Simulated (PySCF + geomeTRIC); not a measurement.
Species: C2H4S3, SMILES `S/C=C\SS` (charge 0, multiplicity 1).

Question: Give a relaxed geometry from PBE0-D3(BJ)/def2-TZVP run with PySCF + geomeTRIC.

Answer: Several could match; the one computed here: the end point of this relaxation, one of several conformers (outside a Z-matrix the atoms follow the SMILES, hydrogens last).
Z-matrix (Å, degrees):
```
C
C 1 1.3364
H 1 1.0838 2 119.91
H 2 1.0857 1 118.65 3 1.14
S 2 1.7341 4 112.14 1 -179.79
H 5 1.3475 2 95.83 4 -177.69
S 1 1.7488 3 116.65 2 177.40
S 7 2.0507 1 102.90 3 57.12
H 8 1.3474 7 98.57 1 82.12
```
